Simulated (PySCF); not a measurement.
# Level sweep

CH7FOSi2.
Atom-mapped SMILES: `[CH3:1][SiH2:2][O:3][SiH2:4][F:5]` (hydrogens: H6, H7, H8 on C1; H9, H10 on Si2; H11, H12 on Si4)

Cartesian coordinates in Å at the PBE0-D3(BJ)/def2-SVP level; atoms count from 1:
```
atom  x, y, z in Å
C1    -1.6170    0.6934    0.1213
Si2   -0.7914   -0.7746   -0.6824
O3     0.7645   -0.9447   -0.0886
Si4    2.0401   -0.0850    0.4695
F5     1.8476    1.4668    0.0232
H6    -1.6816    0.5581    1.2123
H7    -2.6375    0.8370   -0.2668
H8    -1.0371    1.6082   -0.0777
H9    -1.5143   -2.0436   -0.3816
H10   -0.7175   -0.5944   -2.1631
H11    3.2939   -0.5847   -0.1456
H12    2.0815   -0.1121    1.9541
```

PySCF, dipoles from the SCF density, polarisabilities from static response with core orbitals frozen. One conformer (not necessarily the lowest) at the PBE0-D3(BJ)/def2-SVP geometry, without solvent, vibrations or thermal averaging.

Q: Compare the levels for these properties.

A: 

| level | μ (D) | α (Å³) | anisotropy (Å³) |
| --- | --- | --- | --- |
| HF/def2-SVPD | 0.954 | 8.92 | 1.15 |
| PBE0/6-31+G* | 0.946 | 8.88 | 1.30 |
| PBE0/aug-cc-pVDZ | 0.916 | 10.03 | 1.64 |
| PBE0/def2-TZVP | 0.891 | 9.34 | 1.54 |
| PBE0/def2-TZVPD | 0.898 | 9.95 | 1.59 |

The anisotropy is √(½[(α1 − α2)² + (α2 − α3)² + (α3 − α1)²]). The dipole runs from 0.89 D (PBE0/def2-TZVP) to 0.95 D (HF/def2-SVPD). No reference polarisability is at hand; against PBE0 in the largest diffuse basis at hand (def2-TZVPD) the other PBE0 rows deviate by 6-31+G* -11%, aug-cc-pVDZ +1%, def2-TZVP -6%. With PBE0 the polarisability is 9.34 Å³ without diffuse functions (def2-TZVP) and 9.62 Å³ with them (mean of 6-31+G*, aug-cc-pVDZ and def2-TZVPD).

Without π bonds the low states are Rydberg-like; a valence basis with one diffuse set may place them up to an eV too high.
